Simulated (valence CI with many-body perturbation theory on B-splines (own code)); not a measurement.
Results of a calculation; reference values are marked as such.
# Kr XXXII: magnetic and hyperfine properties of the levels

Level of theory: configuration interaction combined with many-body perturbation theory (CI+MBPT): three valence electrons over a frozen Dirac-Fock core [He], radial functions for each j: 11 s, 11 p, 9 d, 7 f, 5 g, 2 h, 1 i, with the one-electron correlation potential Σ1, the two-electron term Σ2, the three-electron term Σ3, Breit, model QED; selected CI, second order for the rest (own B-spline code, finite nucleus).

The last digits are not significant, and no measured levels were compared; by estimate large intervals hold to a few tenths of a per cent, small ones and those within an open d or f shell to about a per cent.

A/g_I is the dipole constant over the nuclear g factor μ/I (μ in nuclear magnetons, uniformly magnetised nucleus), B/Q the quadrupole constant per barn. Both hold the static response of the core; the bare values leave it out. Large factors of s and p1/2 electrons are usually good to 5 to 10 %; those of open d and f shells near neutrality can be off by tens of per cent, and small factors of p3/2, d and f electrons come from cancelling terms and can be off by a factor of two or in sign, in half-filled shells by more. B is blank for J = 1/2, where it vanishes, and for nearly pure S terms. Energies count from the lowest level.

Levels are named by their leading jj configuration (3d3/2^4 stands for four electrons in 3d with j = 3/2), which in mixed levels can hold well under half, so a name can repeat and another be missing. Letters in brackets count levels of one name in rising energy.

```tsv
Level	E (eV)	g	A/g_I (MHz)	A/g_I bare	B/Q (MHz/b)	B/Q bare
(2s^2 2p1/2) J=1/2	0.0	0.655	477000	472000		
(2s^2 2p3/2) J=3/2	61.1	1.326	84600	87900	157000	157000
(2s 2p1/2^2) J=1/2	86.5	2.489	1180000	1160000		
(2s 2p1/2 2p3/2) J=3/2 [a]	125.7	1.704	383000	381000	126000	126000
(2s 2p1/2 2p3/2) J=5/2	143.1	1.472	422000	420000	-23000	-23000
(2s 2p1/2 2p3/2) J=3/2 [b]	177.3	0.892	-20100	-14800	158000	158000
(2s 2p1/2 2p3/2) J=1/2	186.5	1.099	-93100	-88000		
(2s 2p3/2^2) J=5/2	207.1	1.313	387000	383000	180000	180000
(2s 2p3/2^2) J=1/2	251.6	1.724	1390000	1370000		
(2s 2p3/2^2) J=3/2	252.9	1.249	-161000	-150000	-95700	-96000
(2p1/2^2 2p3/2) J=3/2	279.8	1.560	51100	61100	99800	100000
(2p1/2 2p3/2^2) J=3/2	326.7	1.294	18300	24000	70900	71100
(2p1/2 2p3/2^2) J=5/2	338.8	1.192	158000	161000	-969	-971
(2p1/2 2p3/2^2) J=1/2	363.7	0.655	478000	471000		
(2p3/2^3) J=3/2	410.3	1.258	84000	88800	-169000	-169000
(2s^2 3s) J=1/2	2099.5	1.998	433000	427000		
(2s^2 3p1/2) J=1/2	2132.9	0.668	131000	130000		
(2s^2 3p3/2) J=3/2	2150.0	1.338	67500	67800	46300	46400
(2s 2p1/2 3s) J=1/2 [a]	2165.3	2.505	882000	867000		
(2s 2p1/2 3s) J=3/2	2175.6	1.637	702000	692000	-71500	-71700
(2s^2 3d3/2) J=3/2	2179.6	0.798	22000	21800	9050	9180
(2s^2 3d5/2) J=5/2	2184.9	1.198	7750	7730	12200	12400
(2s 2p1/2 3s) J=1/2 [b]	2186.6	0.741	590000	583000		
(2s 2p1/2 3p1/2) J=1/2 [a]	2194.0	0.220	-102000	-98900		
(2s 2p1/2 3p1/2) J=3/2	2203.3	1.199	616000	607000	-58200	-58300
(2s 2p1/2 3p3/2) J=3/2 [a]	2217.7	1.445	114000	113000	32900	33000
(2s 2p1/2 3p1/2) J=1/2 [b]	2218.2	2.156	1350000	1330000		
(2s 2p3/2 3s) J=5/2	2224.9	1.592	435000	431000	158000	159000
(2s 2p1/2 3p3/2) J=1/2	2225.1	1.141	-532000	-523000		
(2s 2p1/2 3p3/2) J=5/2	2226.1	1.375	365000	360000	-11100	-11100
(2s 2p1/2 3p3/2) J=3/2 [b]	2230.4	1.232	201000	200000	52400	52600
(2s 2p3/2 3s) J=3/2 [a]	2237.6	1.361	456000	452000	119000	119000
(2s 2p1/2 3d3/2) J=3/2 [a]	2238.1	0.530	-127000	-124000	19500	19700
(2s 2p1/2 3d3/2) J=5/2	2245.3	1.089	190000	187000	-14900	-14800
(2s 2p1/2 3d5/2) J=5/2 [a]	2252.4	1.364	248000	244000	-304	-201
(2s 2p1/2 3d3/2) J=3/2 [b]	2255.6	1.306	157000	154000	28300	28400
(2s 2p1/2 3d3/2) J=1/2	2256.1	0.319	-565000	-557000		
(2s 2p1/2 3d5/2) J=7/2	2256.6	1.269	257000	254000	-50500	-50500
(2s 2p3/2 3p1/2) J=3/2 [a]	2262.6	1.594	503000	498000	108000	108000
(2s 2p3/2 3p1/2) J=5/2	2265.2	1.386	379000	376000	123000	124000
```

Problem. Take the isotope of mass number 83, with I = 9/2, μ = -0.97073 μN and Q = 0.259 b. What is the hyperfine structure of (2s 2p1/2^2) J=1/2?

Solution. From the table A = -254000 MHz. Shifts from the centre of gravity in MHz: F = 4: 698000, F = 5: -572000.
